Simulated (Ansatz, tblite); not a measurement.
Cost and result up the ladder for (Br2Ga-mu-SH)3 (Ga₃H₃S₃Br₆) (15 atoms). The state is a singlet with charge 0. Geometry: r2SCAN-D4/def2-SVP.

```
atom   x (Å)   y (Å)   z (Å)
 Ga1  -1.238  -1.633  -0.065
 Br2  -2.128  -0.942   1.956
 Br3  -2.264  -3.359  -1.166
  S4   0.970  -2.237   0.476
 Ga5   2.215  -0.194   0.607
 Br6   2.772   0.290  -1.570
 Br7   3.833  -0.523   2.189
  S8   0.770   1.501   1.399
 Ga9  -0.634   2.126  -0.400
Br10   0.505   3.589  -1.735
Br11  -2.665   2.755   0.467
 S12  -1.007   0.113  -1.642
 H13   1.372  -2.493  -0.795
 H14  -0.152   0.702   2.013
 H15  -2.348   0.304  -1.735
```

Ansatz on 2 threads of AMD EPYC 7R13 on a shared host and a share (18 GiB) of an NVIDIA H100 80GB HBM3; xTB runs through tblite on one thread. Times are rough, summed over both states, and most runs start from the orbitals of an earlier one. PBE0-D4/def2-TZVP serves as the yardstick here, not as an exact answer. The other state is a triplet.

The xTB rows come from tblite. Single mean-field runs in def2-TZVP are fitted with def2-universal-jkfit. HOMO above LUMO, or a gap near zero within one spin, warns that the state may not be the lowest or that an electron is smeared out.

xTB has no spin-polarisation term.

```csv
level,functions,wall time
GFN1-xTB,114,0.22 s
GFN2-xTB,111,0.3 s
PBE-D4/def2-TZVP,561,33 s
r2SCAN-D4/def2-TZVP,561,51 s
PBE0-D4/def2-TZVP (with forces),561,52 s
```

Task: Estimate what each level gives for the vertical triplet (eV).

Result: 
```csv
level,vertical triplet (eV),difference from PBE0-D4/def2-TZVP (eV),remarks
GFN1-xTB,4.61,-0.57,–
GFN2-xTB,4.55,-0.63,–
PBE-D4/def2-TZVP,4.28,-0.90,gap within one spin near zero (triplet)
r2SCAN-D4/def2-TZVP,4.75,-0.42,gap within one spin near zero (triplet)
PBE0-D4/def2-TZVP (with forces),5.18,0.00,–
```
